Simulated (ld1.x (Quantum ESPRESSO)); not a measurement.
Configuration tests for Ir (TM)

| Item | Value |
| --- | --- |
| Element | iridium (Ir) |
| Generator | ld1.x (Quantum ESPRESSO) 7.5 |
| Type | norm-conserving Troullier–Martins (Kleinman–Bylander form) |
| Functional | PBE |
| Relativity | scalar-relativistic |
| Frozen core | [Xe] |
| Valence charge | 23 |
| Reference configuration | 4f14 5d7 6s1.75 6p0 (charge +0.25) |
| Partial waves | 6s (bound): rc 2.40 bohr; 6p (bound, empty): rc 3.25 bohr; 4f (bound): rc 0.90 bohr; 5d (bound): rc 1.30 bohr |
| Local potential | the d channel |
| Core correction | none |

Energies are relative to the spin-unpolarised reference configuration 4f14 5d7 6s1.75 6p0; without spin polarisation the order of configurations can differ from experiment. Not all tests gave a result: 1 of 7 tests not solved or not reliable. Left out of the table: 4f14 5d7 6s0 6p2 (pseudo-atom not self-consistent, printed error -7360 eV).

| valence configuration | charge | ΔE all-electron (eV) | error AE − PS (meV) |
| --- | --- | --- | --- |
| 4f14 5d7 6s2 6p0 | 0 | -1.797 | +0.8 |
| 4f14 5d7 6s1 6p0 | +1 | 8.082 | -0.6 |
| 4f14 5d5 6s0 6p0 | +4 | 99.667 | +94 |
| 4f14 5d6 6s2 6p0 | +1 | 10.393 | -30 |
| 4f14 5d8 6s0 6p0 | +1 | 6.835 | -56 |

Problem. What are ΔE and the potential's error for 4f14 5d7 6s0 6p0?

Solution. ΔE = 25.550 eV all-electron; the error (AE − PS) is +22 meV.

Levels in the configuration 4f14 5d7 6s0 6p0:

```
level  all-electron (eV)  pseudo (eV)
   4f            -79.852      -79.320
   5d            -24.409      -24.325
```

These tests converged, but a pseudo level misses the all-electron one widely, so the file describes the atom poorly there or has found another state: 4f14 5d7 6s0 6p0: empty 6p by 2.9 eV (a node warning on the way).

Note: ghost states, extra bound levels that the all-electron valence spectrum of the same l lacks: s at -55.6 eV, p at -10.2 eV. A true bound ghost makes a file unfit for plane-wave use.
